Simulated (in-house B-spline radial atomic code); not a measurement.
Inner levels of cadmium as electrons are removed. A shift is the extra binding of the orbital against the neutral atom ([Kr] 4d10 5s2). Computed with an all-electron radial atomic-structure program (B-spline basis): non-relativistic Hartree-Fock, average of the configuration, point nuclei.

This level leaves out relativity, spin-orbit splitting included, which matters for heavy ions.

```csv
ion,configuration,shift of 2p (eV),shift of 1s (eV),shift of 3p (eV),radius of 2p (bohr),radius of 1s (bohr),radius of 3p (bohr),Σ<r²> (bohr²),change of density at nucleus (bohr⁻³)
Cd,[Kr] 4d10 5s2,0,0,0,0.11733,0.031703,0.36112,54.361,-
Cd+,[Kr] 4d10 5s1,8.1956,8.2361,8.1975,0.11733,0.031703,0.36112,39.192,-5.4672
Cd2+,[Kr] 4d10,?,?,?,?,?,?,?,?
Cd3+,[Kr] 4d9,35.747,35.707,35.613,0.11733,0.031703,0.36107,25.778,-11.818
Cd4+,[Kr] 4d8,55.417,55.208,55.033,0.11732,0.031703,0.36098,22.955,-7.4039
Cd5+,[Kr] 4d7,?,?,?,?,?,?,?,?
Cd6+,[Kr] 4d6,99.569,98.998,98.261,0.11732,0.031703,0.36068,18.409,4.1652
Cd7+,[Kr] 4d5,?,?,?,?,?,?,?,?
Cd8+,[Kr] 4d4,149.61,148.67,146.72,0.1173,0.031703,0.36022,14.811,19.169
Cd9+,[Kr] 4d3,176.7,175.59,172.77,0.1173,0.031704,0.35993,13.261,27.897
Cd10+,[Kr] 4d2,205.14,203.86,199.96,0.11729,0.031704,0.35959,11.843,37.422
Cd11+,[Kr] 4d1,234.89,233.45,228.26,0.11728,0.031704,0.3592,10.538,47.733
Cd12+,[Ar] 3d10 4s2 4p6,265.93,264.35,257.65,0.11726,0.031704,0.35877,9.3326,58.819
Cd13+,[Ar] 3d10 4s2 4p5,299.7,299.5,289.1,0.11725,0.031704,0.35888,8.3246,73.257
Cd14+,[Ar] 3d10 4s2 4p4,334.43,335.74,321.33,0.11724,0.031703,0.35846,7.3686,88.329
```

Question: Fill in the row of Cd2+.

Answer: shift of 2p (eV): 17.863; shift of 1s (eV): 17.974; shift of 3p (eV): 17.856; radius of 2p (bohr): 0.11733; radius of 1s (bohr): 0.031703; radius of 3p (bohr): 0.36112; Σ<r²> (bohr²): 29.177; change of density at nucleus (bohr⁻³): -15.257.

Question: Fill in the row of Cd5+.

Answer: shift of 2p (eV): 76.724; shift of 1s (eV): 76.337; shift of 3p (eV): 75.954; radius of 2p (bohr): 0.11732; radius of 1s (bohr): 0.031703; radius of 3p (bohr): 0.36085; Σ<r²> (bohr²): 20.533; change of density at nucleus (bohr⁻³): -2.062.

Question: Fill in the row of Cd7+.

Answer: shift of 2p (eV): 123.88; shift of 1s (eV): 123.12; shift of 3p (eV): 121.87; radius of 2p (bohr): 0.11731; radius of 1s (bohr): 0.031703; radius of 3p (bohr): 0.36047; Σ<r²> (bohr²): 16.516; change of density at nucleus (bohr⁻³): 11.251.
